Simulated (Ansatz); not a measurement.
Computed with Ansatz on PBE0-D4/def2-TZVP structures; ΔE is electronic, products minus reactants. CCSD(T)/CBS is the MP2 limit (def2-TZVPP, def2-QZVPP) plus CCSD(T) − MP2 in def2-TZVPP, frozen cores. This one scheme is used for every species. DFT in def2-TZVPP. B3LYP here is the variant with VWN-RPA as its local correlation; programs differ in this. Each species was taken in one conformer, which may not be the lowest.

`BNC=C` + `O[Si](Cl)(Cl)Cl` → `C=CO[Si](Cl)(Cl)Cl` + `BN`  (substitution at a C–N bond)

`BNC=C`:

Cartesian coordinates in Å:
```
B 0.784 -0.631 -1.570
N -0.144 -0.159 -0.642
C 0.113 0.178 0.682
C -0.790 0.626 1.547
H 1.920 -0.771 -1.223
H 0.410 -0.879 -2.677
H -1.108 -0.036 -0.918
H 1.150 0.042 0.967
H -1.830 0.765 1.272
H -0.504 0.865 2.562
```

`O[Si](Cl)(Cl)Cl`:

```xyz
6

O     1.076    0.645    0.498
Si   -0.110   -0.225   -0.171
Cl   -1.298   -1.066    1.246
Cl   -1.285    0.924   -1.364
Cl    0.779   -1.667   -1.266
H     0.838    1.388    1.057
```

`C=CO[Si](Cl)(Cl)Cl`:

Z-matrix (Å, degrees):
```
Si
Cl 1 2.026
Cl 1 2.017 2 109.8
O 1 1.620 2 111.2 3 116.9
Cl 1 2.026 2 108.9 3 -120.3
C 4 1.362 1 132.0 2 61.0
C 6 1.322 4 126.6 1 -0.7
H 6 1.084 4 110.8 1 179.3
H 7 1.083 6 123.2 4 -0.0
H 7 1.081 6 118.9 4 -180.0
```

`BN`:

```xyz
6

B     0.454   -0.510   -0.006
N    -0.466    0.525    0.006
H     1.457   -0.402    0.638
H     0.221   -1.486   -0.659
H    -1.329    0.501   -0.511
H    -0.336    1.372    0.532
```

| level | ΔE (kJ/mol) | difference from CCSD(T)/CBS |
| --- | --- | --- |
| r2SCAN-D4 | 31.6 | 0.7 |
| ωB97X-V | 26.8 | -4.1 |
| ωB97M-V | 27.3 | -3.6 |
| PBE0 | 36.7 | 5.8 |
| B3LYP | 34.4 | 3.5 |
| HF/def2-TZVPP | 32.7 | 1.8 |
| CCSD/def2-TZVPP | 30.2 | -0.7 |
| HF/def2-QZVPP | 32.6 | 1.7 |
| MP2/def2-QZVPP | 32.8 | 1.9 |
| HF/CBS(def2) | 32.6 | 1.7 |
| CCSD(T)/CBS | 30.9 | 0 |

Largest T1 diagnostic among the species: 0.013.

The D4 term adds −7.8 kJ/mol with B3LYP and −4.8 kJ/mol with PBE0; it sums over pairs of atoms, weighted by their polarisabilities, and B3LYP, whose exchange is more repulsive, gets the larger term.
